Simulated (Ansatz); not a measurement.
Species: C₆H₁₃S, charge 1, multiplicity 1. It need not be the lowest isomer of its formula. 
Structure (B3LYP-D3(BJ)/def2-TZVP (Ansatz, a program for electronic structure) minimum search):
SMILES: [SH2+]C1CCCCC1
```xyz
20

C     -2.1857    -0.6715     0.3314
C     -1.8951     0.7830    -0.0350
C     -0.4468     1.1711     0.3021
C      0.4962     0.1974    -0.3860
C      0.2554    -1.2624    -0.0088
C     -1.2005    -1.6236    -0.3437
S      2.2961     0.5737    -0.0126
H     -2.1290    -0.7945     1.4176
H     -3.2051    -0.9287     0.0428
H     -2.0703     0.9404    -1.1033
H     -2.5661     1.4600     0.4945
H     -0.2458     2.1975    -0.0116
H     -0.2989     1.1176     1.3853
H      0.4773     0.3208    -1.4723
H      0.9440    -1.9232    -0.5380
H      0.4220    -1.3945     1.0651
H     -1.3364    -1.5940    -1.4287
H     -1.3794    -2.6536    -0.0341
H      2.2232     0.5872     1.3368
H      2.2863     1.9227    -0.1117
```
Charge +1, spin multiplicity 1.

Basis-set convergence of Hartree-Fock and CCSD correlation energies (hartree) with Ansatz. Valence correlation only, unless marked. No spin-orbit coupling. Non-relativistic.

```tsv
basis	functions	E(HF)	E(corr, CCSD)
cc-pV(D+d)Z	172	-632.08216	-1.07759
cc-pV(T+d)Z	401	(withheld)	(withheld)
```

Problem. What belongs in the gaps?

Solution. 
- cc-pV(T+d)Z, E(HF): -632.16036
- cc-pV(T+d)Z, E(corr, CCSD): -1.28420
